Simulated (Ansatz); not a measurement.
Basis-set extrapolation for CH4O2Si, SMILES `O=CO[SiH3]` (PBE0-D4/def2-TZVP geometry, frozen core, the Gaussian-basis code of Ansatz). Multiplicity 1, RHF reference.

|  | def2-TZVPP | def2-QZVPP |
| --- | --- | --- |
| HF | -478.994755 | -479.012878 |
| MP2 correlation | -0.744045 | -0.801208 |
| CCSD(T) correlation | -0.798327 | not run |

Energies in hartree. Use E(X) = E(∞) + A·exp(−7.88·√X) for Hartree–Fock and E(X) = E(∞) + B·X^(−2.97) for correlation, with X = 3 and 4, and add CCSD(T) minus MP2 of the smaller set to the MP2 limit.

Q: What is the CCSD(T) energy at the basis-set limit?

A: HF limit: -479.012878 + (-0.018123) × 0.13774 = -479.01537. MP2 limit: -0.801208 + (-0.057163) × 0.74074 = -0.84355. Higher-order term: -0.798327 − (-0.744045) = -0.05428. Total: -479.91320 hartree, 75.4 kcal/mol below CCSD(T)/def2-TZVPP.
